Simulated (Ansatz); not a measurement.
One geometry of the cluster B₂Mo₂⁻, several levels of theory.

```yaml
crystal:
  periodic: [false, false, false]
  atoms:
    - {symbol: Mo, position_ang: [-0.756784, -0.445022, -0.767100]}
    - {symbol: Mo, position_ang: [0.157036, 0.361155, 1.097322]}
    - {symbol: B, position_ang: [-0.109760, 1.418359, -0.559506]}
    - {symbol: B, position_ang: [0.709507, -1.334492, 0.229284]}
basis:
  gaussian: {orbitals: def2-TZVPD, initial_orbitals: start.molden}
total_charge: -1
magnetization: {spin_polarized: true, initial_magnetization: 1}
hamiltonian: {xc: r2scan, dispersion: d4}
scf: {omitted_lower_state_checks: [starts]}
output: {orbitals: {seedname: orbitals}}
```

The file start.molden holds the orbitals of an earlier run on this structure, at another level or in another basis.

```sh
$ ansatz run in.yaml --threads 4 --pin off --events-out ev --progress --plain --max-ram 3916MiB
```

It prints (some lines left out):

```
Functional definition: r2SCAN
946 factors; their error is unknown
mean field evaluation 1: about -5062.2765 eV, gradient 3.1e0 eV
mean field evaluation 2: about -5062.3268 eV, gradient 9.5e-2 eV
mean field evaluation 4: about -5062.3212 eV, gradient 2.7e-2 eV
mean field evaluation 8: about -5062.3212 eV, gradient 1.9e-5 eV
mean field evaluation 16: about -5062.3212 eV, gradient 4.4e-6 eV
mean field -5062.32124068 eV, -186.0368742305 hartree, gradient 4.4e-6 eV, S^2 0.979190; 0 other end points of the search recorded, 0 dependent functions left out
reference -5062.32126929 eV, -186.0368752819 hartree; 20, 19 occupied and 134, 135 virtual orbitals, 946 factors
Total energy: -5062.36935170 eV, -186.0386422778 hartree
Checks for a lower state left out: starts
```

Run time 11 s (4 threads of Arm Neoverse V1 on a shared host).

First input, but with `hamiltonian: {xc: pbe, dispersion: d4}` (abridged; 8.5 s):

```
Functional definition: PBE
mean field evaluation 16: about -5061.4188 eV, gradient 3.2e-5 eV
mean field -5061.41878999 eV, -186.0037097791 hartree, gradient 5.7e-6 eV, S^2 0.761283
Total energy: -5061.68285912 eV, -186.0134141409 hartree
Checks for a lower state left out: starts
```

As the first input, with `hamiltonian: {xc: pbe0, dispersion: d4}` (abridged; 6 s):

```
Functional definition: PBE0
mean field -5058.11611243 eV, -185.8823386176 hartree, gradient 2.1e-5 eV, S^2 1.100309
Total energy: -5058.33781313 eV, -185.8904859680 hartree
Checks for a lower state left out: starts
```

Geometry: r2SCAN-D4/def2-TZVP, that of the neutral singlet.

In the def2 sets Mo takes a core potential; there is no spin–orbit coupling. At r2SCAN-D4/def2-TZVPD, PBE0-D4/def2-TZVPD the charge -1 doublet is spin-contaminated (final ⟨S²⟩ up to 1.10, 0.75 for a pure state). At r2SCAN-D4/def2-TZVPD, PBE-D4/def2-TZVPD, PBE0-D4/def2-TZVPD the highest occupied level of the charge -1 doublet lies above zero (up to 0.80 eV). By energy differences its removal costs 1.24 eV (vertical, to the charge 0 singlet, at PBE-D4/def2-TZVPD); a positive level beside a positive removal energy at the same level points to self-interaction error. The structure comes from a short search, and lower isomers may exist.
